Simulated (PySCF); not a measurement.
Potential energy of BaCl along the bond

Set-up: Ba x2c-TZVPall, Cl x2c-TZVPall; spin-free X2C with a Gaussian nucleus (PySCF 2.14). Energies in eV from Ba + Cl in their ground configurations at the same level. All curves are PBE0. state 1: ²Σ⁺ (doublet), unpaired electrons σ ↑; state 2: ²Δ (doublet), unpaired electrons δ ↑, a second solution, started from another occupation; state 3: ²Π (doublet), unpaired electrons π ↑, a second solution, started from another occupation; state 4: quartet, unpaired electrons σ ↑, π ↑, δ ↑, a mixture of terms (⟨Lz²⟩ = 5.0), a second solution, started from another occupation.

| R (Å) | state 1 | state 2 | state 3 | state 4 |
| --- | --- | --- | --- | --- |
| 2.302 | -3.861 | -2.731 | -2.622 | 3.4267 |
| 2.409 | -4.362 | -3.260 | -3.155 | 2.5818 |
| 2.516 | -4.633 | -3.560 | -3.457 | 1.9853 |
| 2.597 | -4.727 | -3.675 | -3.575 | 1.6597 |
| 2.677 | -4.751 | -3.722 | -3.622 | 1.4132 |
| 2.757 | -4.724 | -3.718 | -3.618 | 1.2281 |
| 2.864 | -4.630 | -3.653 | -3.553 | 1.0528 |
| 2.998 | -4.451 | -3.511 | -3.410 | 0.9142 |
| 3.159 | -4.187 | -3.289 | -3.187 | 0.8219 |
| 3.373 | -3.807 | -2.961 | -2.856 | 0.7672 |

Put a parabola through the three lowest points of the state 1 curve and estimate Re, k and ωe (reduced mass 27.9 u; 1 eV/Å² = 0.16022 mdyn/Å; ωe = 1302.8·√(k/μ) cm⁻¹).

Through R = 2.597, 2.677, 2.757 Å the second-order coefficient is 3.98 eV/Å², so Re ≈ 2.675 Å, k ≈ 1.28 mdyn/Å and ωe ≈ 279 cm⁻¹. A polynomial fit of higher order to the unrounded PBE0 energies gives Re = 2.671 Å, k = 1.31 mdyn/Å, ωe = 282 cm⁻¹; anharmonicity and rounding make the difference.

The higher-order fit for each curve: state 1: Re = 2.671 Å, ωe = 282 cm⁻¹, De = 4.75 eV; state 2: Re = 2.708 Å, ωe = 264 cm⁻¹, minimum 3.73 eV below the ground-state fragments; state 3: Re = 2.708 Å, ωe = 265 cm⁻¹, minimum 3.63 eV below the ground-state fragments. State 4 gave no clean fit.

These are scalar-relativistic numbers at best; spin–orbit coupling would shift them, the dissociation energy most. Counting both spins, an empty level lies below a filled one in some of these solutions, because spin and occupation are held. The state is the lowest determinant that a PBE0 search found; another state may lie lower at other levels.
